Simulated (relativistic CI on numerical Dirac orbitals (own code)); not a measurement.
# Spin-allowed bands of a d3 ion in an octahedral site, by hand

Problem. Take Δ = 25400 cm⁻¹ and B = 730 cm⁻¹ for a d3 ion in an octahedral site. Calculate the three spin-allowed bands.

Working.
1. The terms of highest spin are 4F (energy 0) and 4P (15B = 10950 cm⁻¹). Here the F term splits into A2 at −1.2Δ = -30480, T2 at −0.2Δ = -5080 and T1 at +0.6Δ = 15240 cm⁻¹.
2. The two T1 states mix through the element 0.4Δ: H = [[15240, 10160], [10160, 10950]], with roots ½(H₁₁ + H₂₂) ∓ ½√[(H₂₂ − H₁₁)² + 4H₁₂²] = ½(26190) ∓ ½(20768) = 2711 and 23479 cm⁻¹.
3. The ground term is 4A2 at -30480 cm⁻¹.
4. Bands: 4T2 25400 cm⁻¹ (394 nm), 4T1(F) 33191 cm⁻¹ (301 nm), 4T1(P) 53959 cm⁻¹ (185 nm).

Check. Exact diagonalisation of the whole d3 shell with these parameters gives 4T2 25400, 4T1 33191, 4T1 53959 cm⁻¹. The match is exact, since without spin-orbit coupling no other term has this spin. The ratio of the second band to the first, 1.307, depends on Δ/B = 34.8 alone, which is how a Tanabe-Sugano diagram is read.
